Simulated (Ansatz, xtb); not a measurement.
**Two isomers of C5H11ClSi**

Structure a: `[SiH3][C@@H]1CCC[C@@H]1Cl`, a singlet. Structure b: `[SiH3][C@@H]1CC[C@@H](Cl)C1`, a singlet. Both are isolated molecules in the gas phase, relaxed with B3LYP-D3(BJ)/def2-SVP, each in the lowest conformer that the search found.

a (Å):

```tsv
atom	x (Å)	y (Å)	z (Å)
C	-0.1075	-0.5499	1.5730
C	0.8723	0.5112	0.9954
C	1.7785	-0.2458	-0.0177
C	1.3947	-1.7308	0.1133
C	-0.0621	-1.7033	0.5662
Cl	-1.1497	-1.3555	-0.8722
Si	-1.8248	0.1062	2.0513
H	-2.7555	-1.0287	2.3197
H	-1.6853	0.9061	3.3059
H	-2.3886	0.9893	0.9946
H	0.3279	-0.9620	2.5026
H	1.4508	0.9836	1.8030
H	0.3267	1.3188	0.4838
H	1.5688	0.0999	-1.0402
H	2.8498	-0.0810	0.1687
H	1.5466	-2.3140	-0.8059
H	1.9777	-2.2141	0.9167
H	-0.4286	-2.6554	0.9693
```

b (Å):

```xyz
18

C     0.2386    0.9900   -0.3910
C     0.3226   -0.4019    0.3176
C    -1.0705   -1.0511    0.1398
C    -2.0089    0.1041   -0.1976
C    -1.1474    1.0071   -1.0772
Cl   -2.4868    0.9930    1.3280
Si    1.6839    1.3526   -1.5516
H     2.9757    1.3376   -0.8032
H     1.7389    0.3034   -2.6156
H     1.5252    2.6858   -2.2061
H     0.2326    1.7729    0.3841
H     0.5610   -0.2672    1.3821
H     1.1069   -1.0528   -0.1011
H    -1.0667   -1.7363   -0.7250
H    -1.4054   -1.6256    1.0143
H    -2.9551   -0.2050   -0.6593
H    -1.5645    2.0168   -1.1956
H    -1.1062    0.5442   -2.0803
```

Question: Which of the two would you expect CCSD(T)/def2-SVP + ΔMP2/def2-TZVPP electronic energies to favour?

Answer: CCSD(T)/def2-SVP + ΔMP2/def2-TZVPP gives E(b) − E(a) = −0.10 kcal/mol, slightly favouring structure b, which is too small a margin to settle the true order.

The same difference at several levels:

```json
{"level": "GFN2-xTB", "geometry": "GFN2-xTB", "E(b) − E(a) (kcal/mol)": "+0.90", "departure from the last row (kcal/mol)": "+1.00", "job, with rough time for the two": "optimisation, 0.37 s"}
{"level": "HF/STO-3G", "geometry": "GFN2-xTB", "E(b) − E(a) (kcal/mol)": "−0.64", "departure from the last row (kcal/mol)": "−0.54", "job, with rough time for the two": "single point, 0.68 s"}
{"level": "r2SCAN-D4/def2-SVP", "geometry": "GFN2-xTB", "E(b) − E(a) (kcal/mol)": "+0.64", "departure from the last row (kcal/mol)": "+0.74", "job, with rough time for the two": "single point, 7.8 s"}
{"level": "B3LYP-D3(BJ)/def2-SVP", "geometry": "B3LYP-D3(BJ)/def2-SVP", "E(b) − E(a) (kcal/mol)": "+0.71", "departure from the last row (kcal/mol)": "+0.81", "job, with rough time for the two": "optimisation, 3 min"}
{"level": "HF/def2-SVP", "geometry": "B3LYP-D3(BJ)/def2-SVP", "E(b) − E(a) (kcal/mol)": "−0.03", "departure from the last row (kcal/mol)": "+0.07", "job, with rough time for the two": "part of the CCSD(T) run"}
{"level": "MP2/def2-SVP", "geometry": "B3LYP-D3(BJ)/def2-SVP", "E(b) − E(a) (kcal/mol)": "+0.54", "departure from the last row (kcal/mol)": "+0.64", "job, with rough time for the two": "part of the CCSD(T) run"}
{"level": "CCSD(T)/def2-SVP", "geometry": "B3LYP-D3(BJ)/def2-SVP", "E(b) − E(a) (kcal/mol)": "+0.58", "departure from the last row (kcal/mol)": "+0.67", "job, with rough time for the two": "single point"}
{"level": "CCSD(T)/def2-SVP + ΔMP2/def2-TZVPP", "geometry": "B3LYP-D3(BJ)/def2-SVP", "E(b) − E(a) (kcal/mol)": "−0.10", "departure from the last row (kcal/mol)": "", "job, with rough time for the two": "single point, 3 min"}
```

As drawn, both hold the same kinds of bond in the same numbers.

The largest departure from CCSD(T)/def2-SVP + ΔMP2/def2-TZVPP is that of GFN2-xTB, 1.00 kcal/mol. The last row adds to CCSD(T) the change of the MP2 difference between the two basis sets, here −0.67 kcal/mol.

With thermal terms from frequencies at re-optimised GFN2-xTB minima (ideal gas, soft modes damped towards free rotors, one conformer each, 298.15 K, 1 atm): on the last row, ΔE + ΔZPE = −0.53, ΔH = −0.29, ΔG = −1.18 kcal/mol.

The correlated steps freeze 15 core orbitals. Programs: Ansatz 0.2.0, xtb 6.7.1; the last row on 2 threads of Arm Neoverse V2 on a shared host.
